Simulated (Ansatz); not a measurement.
B(GeH3)(OH)2 (BGeH5O2), SMILES O[B]([GeH3])O.

Geometry optimised at ωB97X-D3(BJ)/def2-SVP. This is a generated structure with no PubChem entry under its InChIKey; it may be hypothetical. One conformer was computed; it need not be the lowest.

Two levels are set side by side: PBE/def2-SVPD (Ansatz, a first-principles code) and CAM-B3LYP/def2-SVPD (Ansatz). Energy differences of separate SCF runs at the same geometry; the states with an electron removed or added have multiplicity 2 and 2. Differences are taken from unrounded values.

```tsv
quantity	CAM-B3LYP
vertical ionisation energy (eV)	10.47
vertical singlet–triplet gap (eV)	5.76
```

Problem. What does PBE give, and how far is it from CAM-B3LYP? (Estimate from the structure and the level; the computed values follow.)

Solution. 
```json
[
 {"quantity": "vertical ionisation energy (eV)", "PBE": "9.95", "PBE minus CAM-B3LYP": "-0.52"},
 {"quantity": "vertical singlet–triplet gap (eV)", "PBE": "5.25", "PBE minus CAM-B3LYP": "-0.50"}
]
```
